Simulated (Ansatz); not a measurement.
```xyz
8

F     0.4282   -1.5396   -1.5768
B     0.5400   -1.2350   -0.2945
Si   -0.6440    0.2052    0.5071
S     0.4968    2.0159    0.2635
H     1.4221   -1.7804    0.3130
H    -1.9914    0.3251   -0.1132
H    -0.7859    0.0661    1.9788
H     0.5343    1.9427   -1.0781
```

Total charge 0; spin multiplicity 1.

(1) List the PBE/def2-TZVPP orbital energies in eV (Ansatz 0.2.0). (Estimate.)

## Answers

(1) The calculation gave: Occupied: -2395.97, -1779.97, -660.82, -208.93, -178.81, -155.08, -154.99, -154.85, -137.71, -94.49, -94.42, -94.39, -30.75, -18.38, -14.12, -13.07, -11.63, -11.42, -10.52, -10.03, -8.64, -8.34, -7.23, -6.15. Lowest empty: -2.87, -0.65, -0.24, -0.07, 0.54, 0.92, 1.64, 1.91.
